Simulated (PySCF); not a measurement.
**Electronic structure of Mn (manganese, neutral) at the r2SCAN level**

Configuration: [Ar] 3d7, high-spin 4F determinant (an excited configuration). All numbers are calculated (PySCF 2.14, the spin-free X2C one-electron Hamiltonian (Gaussian nucleus), in x2c-TZVPPall).

```
Total energy                                                  : -1158.308 hartree
One-electron energy                                           : -1600.225 hartree
Hartree (Coulomb) energy                                      : 494.603 hartree
Exchange-correlation energy                                   : -52.686 hartree
⟨S²⟩                                                          : 3.7828
⟨L²⟩                                                          : 12.062
Sum of ⟨r⟩                                                    : 20.22 bohr
Sum of ⟨r²⟩                                                   : 33.22 bohr²
Traceless quadrupole moment −½Σ⟨3z² − r²⟩ along its main axis : -0.00241 e·bohr²
Langevin diamagnetic susceptibility                           : -26.3 ×10⁻⁶ cm³/mol
```

| shell | electrons | mean orbital energy (eV) | spread (eV) | rms radius, mean of both spins (bohr) |
| --- | --- | --- | --- | --- |
| 1s α | 1 | -6441.1 | 0 | 0.0704 |
| 1s β | 1 | -6441.1 | 0 | 0.0704 |
| 2s α | 1 | -744.70 | 0 | 0.303 |
| 2s β | 1 | -743.25 | 0 | 0.303 |
| 2p α | 3 | -628.22 | 0 | 0.274 |
| 2p β | 3 | -627.11 | 0 | 0.274 |
| 3s α | 1 | -82.732 | 0 | 0.923 |
| 3s β | 1 | -78.809 | 0 | 0.923 |
| 3p α | 3 | -50.444 | 0.001 | 1.00 |
| 3p β | 3 | -46.599 | 0.001 | 1.00 |
| 3d α | 5 | -1.963 | 0.896 | 1.89 |
| 3d β | 2 | -0.211 | 0 | 1.89 |

Densities and radii are taken from the X2C orbitals without a picture-change correction, which distorts them close to the nucleus.
